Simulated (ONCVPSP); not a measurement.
**An all-electron radial function and its pseudo partner (titanium (Ti))**

Columns: radius, all-electron u(r) and pseudo u(r) of the 3d shell (level -4.28 eV) of titanium in the configuration [Ne] 3s2 3p6 3d2 4s2; PBEsol, scalar-relativistic, ONCV scheme, ONCVPSP 4.0.1.

| r (bohr) | all-electron | pseudo |
| --- | --- | --- |
| 0.113 | 0.0417 | 0.0039 |
| 0.225 | 0.1756 | 0.0294 |
| 0.338 | 0.3413 | 0.0924 |
| 0.450 | 0.4903 | 0.1959 |
| 0.563 | 0.6079 | 0.3342 |
| 0.675 | 0.6897 | 0.4874 |
| 0.788 | 0.7398 | 0.6363 |
| 0.900 | 0.7633 | 0.7576 |
| 1.013 | 0.7671 | 0.8391 |
| 1.125 | 0.7568 | 0.8743 |
| 1.238 | 0.7367 | 0.8676 |
| 1.350 | 0.7105 | 0.8294 |
| 1.463 | 0.6804 | 0.7725 |
| 1.575 | 0.6484 | 0.7101 |
| 1.688 | 0.6155 | 0.6504 |
| 1.800 | 0.5830 | 0.5992 |
| 1.913 | 0.5510 | 0.5565 |
| 2.025 | 0.5204 | 0.5215 |
| 2.138 | 0.4909 | 0.4909 |
| 2.250 | 0.4631 | 0.4631 |
| 2.363 | 0.4366 | 0.4366 |
| 2.475 | 0.4118 | 0.4118 |
| 2.588 | 0.3882 | 0.3882 |
| 2.700 | 0.3661 | 0.3661 |
| 2.813 | 0.3450 | 0.3450 |
| 2.925 | 0.3253 | 0.3252 |

Q: How many radial nodes do the two functions have?

A: The all-electron 3d function has n − l − 1 = 0; the pseudo-wave has 0.

Q: At about which radius was the pseudo-wave matched?

A: 2.25 bohr, where the columns begin to agree (steps of 0.11 bohr).

Q: Is the pseudo-wave norm-conserving?

A: Yes: the ONCV scheme keeps the norm inside the radius equal to the all-electron one, which fixes the energy derivative of the logarithmic derivative at the level.
